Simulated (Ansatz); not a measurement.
Two isomers of CH8FNSi2: A = `C[SiH](F)N[SiH3]`, B = `CN([SiH3])[SiH2]F`.

Computed with Ansatz on PBE0-D4/def2-TZVP structures; ΔE is electronic, products minus reactants. CCSD(T)/CBS is the MP2 limit (def2-TZVPP, def2-QZVPP) plus CCSD(T) − MP2 in def2-TZVPP, frozen cores. Functionals use def2-TZVPP. B3LYP here is the variant with VWN-RPA as its local correlation; programs differ in this. One conformer a species, not always the lowest.

Which is lower in electronic energy at CCSD(T)/CBS, and by how much? (An estimate is asked.)

The calculation gave: A, by 22.1 kcal/mol.

Give E(B) − E(A) in kcal/mol with CCSD(T)/def2-TZVPP, B3LYP-D4, HF/def2-TZVPP, MP2/def2-TZVPP, CCSD/def2-TZVPP, PBE-D4, r2SCAN-D4. (Estimate.)

Computed: CCSD(T)/def2-TZVPP 21.4, B3LYP-D4 21.4, HF/def2-TZVPP 21.6, MP2/def2-TZVPP 21.9, CCSD/def2-TZVPP 21.6, PBE-D4 21.5, r2SCAN-D4 23.1. None reverses the order clearly.

Largest T1 diagnostic: 0.011.
